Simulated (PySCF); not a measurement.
**Pb²⁺ (lead, charge +2): B2PLYP calculation**

Configuration: [Xe] 4f14 5d10 6s2, closed-shell 1S. Calculation: PySCF 2.14, in cc-pVTZ-PP with ECP60MDF; a scalar-relativistic core potential.

| Quantity | Value |
| --- | --- |
| Total energy, PT2 part included | -191.7585 hartree |
| One-electron energy | -322.7344 hartree |
| Hartree (Coulomb) energy | 146.2230 hartree |
| Exchange-correlation energy | -15.2403 hartree |
| PT2 correlation before scaling by 0.27 | -0.02475 hartree |
| ⟨S²⟩ | 0.0000 |
| ⟨L²⟩ | 0.000 |
| Sum of ⟨r⟩ | 25.28 bohr |
| Sum of ⟨r²⟩ | 38.70 bohr² |

```
shell  electrons  mean orbital energy (eV)  rms radius, mean of both spins (bohr)
   5s          2                   -174.12                                  0.921
   5p          6                   -113.45                                   1.05
   5d         10                   -42.262                                   1.39
   6s          2                   -29.076                                   2.35
```

Energies and moments cover only the electrons outside the core potential. Spin-orbit coupling, which splits the p, d and f shells strongly at this Z, is absent.

The orbital energies are those of the SCF part of the double hybrid.
